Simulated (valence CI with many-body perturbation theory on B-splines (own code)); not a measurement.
Bi LXIII: key properties

Level of theory: configuration interaction combined with many-body perturbation theory (CI+MBPT): three valence electrons over a frozen Dirac-Fock core [Ar], a basis of 9 s, 9 p, 10 d, 8 f, 5 g, 3 h, 1 i functions for each j, with the one-electron correlation potential Σ1 (screened to all orders), the two-electron term Σ2, the three-electron term Σ3, Breit, model QED; selected single and double excitations, second order for the rest (own B-spline code, finite nucleus).

No measured spectrum was set against this ion. As an estimate, large intervals hold to a few tenths of a per cent, small ones and those within an open d or f shell to about a per cent. The list stops below the first excitations out of the core. Only levels of the ground parity were solved; by the run's estimate the other parity begins above the list, which can be wrong where configurations are misplaced.

Levels are named by their leading jj configuration (3d3/2^4 stands for four electrons in 3d with j = 3/2), which in mixed levels can hold well under half, so a name can repeat and another be missing.

Rates and lifetimes use the calculated energies. Strong lines usually hold to 10 to 20 %, long lifetimes can be off by a factor of two.

(1) What is the ground level?

(2) What is the ionisation energy?

(3) How well does LS coupling describe the low levels?

## Answers

(1) (3d3/2^3) J=3/2, composition 42 % 3d³ ²D + 40 % 3d³ ⁴F + 12 % 3d³ ²P, g = 0.739.

(2) 6805.6 eV; NIST lists 6804 ± 15 eV (theoretical).

(3) Among the lowest 13 levels the leading LS term, summed over configurations, holds 56 % on average. For single configurations the figures are 56 % in LS and 99 % in jj coupling. Terms mix most in the J = 3/2 level at 1004100 cm⁻¹, where the leading one holds 38 %.
